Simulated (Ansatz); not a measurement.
The lowest singlet and triplet of F2Si (SMILES F[Si]F); geometries from B3LYP-D3(BJ)/def2-TZVP, each state relaxed from the structure named, with no frequency check.
Singlet (charge 0, multiplicity 1):
```xyz
3

F     -1.23896    -0.45010     0.00000
Si    -0.00056     0.57716     0.00000
F      1.23983    -0.44770     0.00000
```

```tsv
level	gap E(singlet) − E(triplet), vertical, at the singlet's geometry (kcal/mol)	cost
U-HF/cc-pV(D+d)Z	-56.34	-
R-SVWN5/def2-TZVPP	-77.67	×0.5
R-PBE0/def2-TZVPP	-70.58	×1
U-wB97M-V/def2-TZVPP	-83.56	×3
R-MP2/cc-pV(D+d)Z	-72.47	-
U-MP2/cc-pV(T+d)Z	-72.29	-
U-MP2/cc-pV(Q+d)Z	-72.34	-
R-SCS-MP2/cc-pV(T+d)Z	-75.86	-
U-SCS-MP2/cc-pV(T+d)Z	-75.86	-
U-CCSD/cc-pV(T+d)Z	-75.17	-
U-CCSD/cc-pV(Q+d)Z	-74.70	-
SC-NEVPT2 on SA-CASSCF(2,2)/cc-pV(Q+d)Z	-73.46	-
FIC-NEVPT4(SD) on SA-CASSCF(2,2)/cc-pV(D+d)Z	-76.26	-
FIC-MRCISD+Q on SA-CASSCF(2,2)/cc-pV(Q+d)Z	-74.56	-
```

The rows run from -83.56 (U-wB97M-V/def2-TZVPP) to -56.34 kcal/mol (U-HF/cc-pV(D+d)Z). From cc-pV(T+d)Z to cc-pV(Q+d)Z U-MP2 changes by -0.05.

A positive gap puts the triplet lower; no zero-point energy. R- takes a restricted singlet. U- takes an unrestricted singlet (broken symmetry where lower, unprojected). The triplet is unrestricted in single-reference levels. Active spaces average the two states.

Cores are frozen in the correlated methods.

Run with Ansatz (an electronic-structure program) with Gaussian orbitals. 

Costs are rough ratios of core time to R-PBE/def2-TZVPP (about 2.6 s over the structures, on one shared machine); a dash marks a level with no comparable run of its own.
